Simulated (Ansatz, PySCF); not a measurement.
Molecule: methoxy(trimethyl)silane, C4H12OSi (charge 0, singlet). 
Coordinates optimised at B3LYP-D3(BJ)/def2-TZVP (Ansatz, a quantum-chemistry and plane-wave program):
```
Si
O 1 1.6581
C 2 1.4126 1 124.49
H 3 1.0906 2 108.35 1 180.00
H 3 1.0954 4 108.31 2 121.29
H 3 1.0954 4 108.31 5 117.42
C 1 1.8653 2 105.25 3 -180.00
H 7 1.0918 1 110.91 2 -59.95
H 7 1.0918 8 107.91 1 -121.67
H 7 1.0926 8 107.99 9 -116.50
C 1 1.8751 2 110.11 3 60.28
H 11 1.0922 1 111.12 2 57.55
H 11 1.0926 12 107.90 1 122.82
H 11 1.0929 12 107.82 13 115.65
C 1 1.8751 2 110.11 3 -60.28
H 15 1.0922 1 111.12 2 -57.55
H 15 1.0926 16 107.90 1 -122.82
H 15 1.0929 16 107.82 17 -115.65
```

Quantity: atomisation energy (electronic, to ground-state atoms), in eV. Valence correlation only, unless marked. Open shells are spin-unrestricted. Spin-orbit coupling is left out. No relativistic terms. The coupled-cluster limit lacks core correlation, which all-electron functionals hold. CBS(X,Y): correlation extrapolated as X^-3; Hartree-Fock from the larger set. The bracket is a focal-point correction in the basis named.

```json
[
 {"level": "HF/6-31G", "program": "Ansatz", "atomisation energy (eV)": "50.61"},
 {"level": "HF/cc-pV(D+d)Z", "program": "Ansatz", "atomisation energy (eV)": "53.31"},
 {"level": "HF-D3(BJ)/def2-TZVPD", "program": "PySCF + dftd3", "atomisation energy (eV)": "57.18"},
 {"level": "HF-D4/def2-TZVPD", "program": "PySCF + dftd4", "atomisation energy (eV)": "55.68"}
]
```

**Question.** What does RI-MP2/CBS(cc-pV(T+d)Z,cc-pV(Q+d)Z)+[CCSD(T)-MP2]/cc-pV(D+d)Z (Ansatz) give?

**Answer.** 72.15 eV, so HF-D4/def2-TZVPD differs from it by -16.47 eV.
